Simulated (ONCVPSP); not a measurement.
Before and after: ONCV potential for nickel

| Item | Value |
| --- | --- |
| Element | nickel (Ni) |
| Generator | ONCVPSP 4.0.1 |
| Type | optimised norm-conserving Vanderbilt (ONCV) |
| Functional | PBE |
| Relativity | scalar-relativistic |
| Frozen core | [Ne] 3s2 |
| Valence charge | 16 |
| Reference configuration | 3p6 3d8 4s1.75 4p0.25 |
| Partial waves | 4s: rc 2.20 bohr, ncon 4, nbas 9, qcut 2.6 1/bohr, 1 projector; 3p+4p: rc 1.10 bohr, ncon 4, nbas 8, qcut 13.5 1/bohr, 2 projectors; 3d: rc 1.25 bohr, ncon 4, nbas 9, qcut 13.9 1/bohr, 2 projectors, debl 2.8 Ha |
| Local potential | polynomial inside 1.10 bohr (lpopt 1, dvloc0 -1 Ha) |
| Core correction | Teter function, fcfact 2, rcfact 1.4 |

All-electron outer shells of the reference configuration (PBE, scalar-relativistic, ld1.x):

```json
{"shell": "2p", "level (eV)": "-845.20", "outermost node (bohr)": "–", "outermost maximum (bohr)": "0.16"}
{"shell": "3s", "level (eV)": "-111.60", "outermost node (bohr)": "0.30", "outermost maximum (bohr)": "0.64"}
{"shell": "3p", "level (eV)": "-71.93", "outermost node (bohr)": "0.27", "outermost maximum (bohr)": "0.65"}
{"shell": "3d", "level (eV)": "-9.40", "outermost node (bohr)": "–", "outermost maximum (bohr)": "0.63"}
{"shell": "4s", "level (eV)": "-5.99", "outermost node (bohr)": "0.92", "outermost maximum (bohr)": "2.21"}
{"shell": "4p", "level (eV)": "-1.49", "outermost node (bohr)": "1.00", "outermost maximum (bohr)": "3.14"}
```

Change: d: qcut 9.3.

Cutoffs: the cutoffs (Ha) at which the residual kinetic energy of the hardest occupied pseudo-wave falls to 1 and 0.1 mHa per electron; they do not see the model core or the augmentation charge, which bear on the density cutoff. Errors are all-electron minus pseudo energies relative to the spin-unpolarised reference configuration.

Problem. How do hardness, ghosts and transferability respond?

Solution. The potential gets harder (70 Ha and 79 Ha → 99 Ha and 199 Ha); both files keep a bound ghost (s); of the 3 tests that both files solve, the error grows in 1 and shrinks in 1 by more than 15 % and 0.3 meV (median size 2.2 → 1.2 meV).

| quantity | base | changed |
| --- | --- | --- |
| cutoff, loose | 70 Ha | 99 Ha |
| cutoff, tight | 79 Ha | 199 Ha |
| loose cutoff by channel | s 8.7 Ha, p 43 Ha, d 70 Ha | s 8.7 Ha, p 43 Ha, d 99 Ha |
| bound ghosts | s | s |
| GHOST(+) flags under 300 eV | none | none |
| tests with a reliable result | 3 of 4 | 3 of 4 |
| error for 3p6 3d8 4s2 4p0, meV [ΔE -1.11 eV] | -0.1 | -0.1 |
| error for 3p6 3d8 4s1 4p0, meV [ΔE 8.21 eV] | -2.2 | -1.2 |
| error for 3p5 3d8 4s2 4p0, meV [ΔE 78.41 eV] | -152 | -280 |
| s: phases at 2.23 bohr within 0.05 rad from the reference energy up to (Ha; the scan ends near 5) | 2.0 | 2.0 |
| p: phases at 1.12 bohr within 0.05 rad from the reference energy up to (Ha; the scan ends near 5) | to the end of the scan | to the end of the scan |
| d: phases at 1.27 bohr within 0.05 rad from the reference energy up to (Ha; the scan ends near 5) | to the end of the scan | to the end of the scan |
| rms error of d²Exc/dni dnj with the model core, mHa | 2.04 | 1.79 |

 A true bound ghost makes a file unfit for plane-wave use even where its test errors are small: the radial tests pick states by their node count and pass the ghost by.
